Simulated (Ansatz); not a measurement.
Mulliken charges of `[CH3][Al]([F])[SiH2]F` from r2SCAN/def2-TZVPP in Ansatz (PBE0-D4/def2-TZVP geometry).

```csv
atom,x (Å),y (Å),z (Å),charge (e)
C1,-0.793,-1.811,0.067,-0.391
Al2,0.509,-0.423,0.437,0.685
F3,1.828,-0.799,1.368,-0.362
Si4,0.472,1.926,-0.314,0.354
F5,-0.848,2.176,-1.211,-0.337
H6,-0.320,-2.664,-0.430,0.072
H7,-1.230,-2.189,0.997,0.072
H8,-1.606,-1.455,-0.569,0.082
H9,0.426,2.899,0.813,-0.087
H10,1.647,2.288,-1.156,-0.087
```

By hand: the dipole of these point charges (1 e Å = 4.8032 D).

Σ q r = (0.026, -0.264, 0.099) e Å, of length 0.283 e Å = 1.36 D.

How does the dipole of the full density compare? (Best estimate.)

Computed: (-0.124, -0.181, -0.020) e Å, 1.06 D; the point charges give 1.28 times that, at 47° from its direction.

Point charges leave out the atoms' own dipoles, such as those of lone pairs, and Mulliken's split depends on the basis, so the two needn't agree.
